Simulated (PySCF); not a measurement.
Al(F)(Br)(OMe) (CH3AlBrFO), SMILES C[O][Al]([F])[Br].

Coordinates come from a B3LYP-D3(BJ)/def2-SVP optimisation. Other conformers were not sampled.

The numbers are results of B3LYP-D3(BJ)/def2-SVP (PySCF), not measurements.

Frequencies are harmonic and unscaled.

Computed normal modes with their intensities:
```tsv
mode	ν (cm⁻¹)	IR (km/mol)	Raman (Å⁴/amu)	depolarisation	moving atoms (share of kinetic energy)
1	71	3.3	1.1	0.71	C 46 %, H 22 %, Br 19 %
2	78	0.0	0.0	–	H 99 %
3	101	1.1	0.0	–	O 46 %, H 19 %, C 17 %, F 14 %
4	187	10.4	1.1	0.64	F 63 %, Br 13 %, Al 11 %, O 9 %
5	243	22.1	1.3	0.56	O 57 %, Br 12 %, F 12 %
6	249	73.7	1.1	0.75	Al 69 %, O 17 %, F 12 %
7	390	47.9	6.7	0.08	Al 38 %, Br 23 %, F 20 %, O 10 %
8	728	148.4	7.2	0.22	Al 45 %, C 19 %, O 19 %, F 11 %
9	920	76.8	0.4	0.75	Al 48 %, F 43 %
10	1180	47.9	3.7	0.74	H 67 %, C 22 %, O 11 %
11	1187	0.1	1.0	0.75	H 77 %, C 19 %
12	1247	313.3	4.3	0.13	O 55 %, C 29 %, H 10 %
13	1475	1.3	17.1	0.75	H 97 %
14	1478	1.6	23.0	0.69	H 95 %
15	1485	12.0	9.0	0.75	H 89 %, C 9 %
16	2993	75.9	144.2	0.01	H 97 %
17	3069	41.5	82.3	0.53	H 90 %, C 10 %
18	3080	33.7	121.7	0.75	H 90 %, C 10 %
```
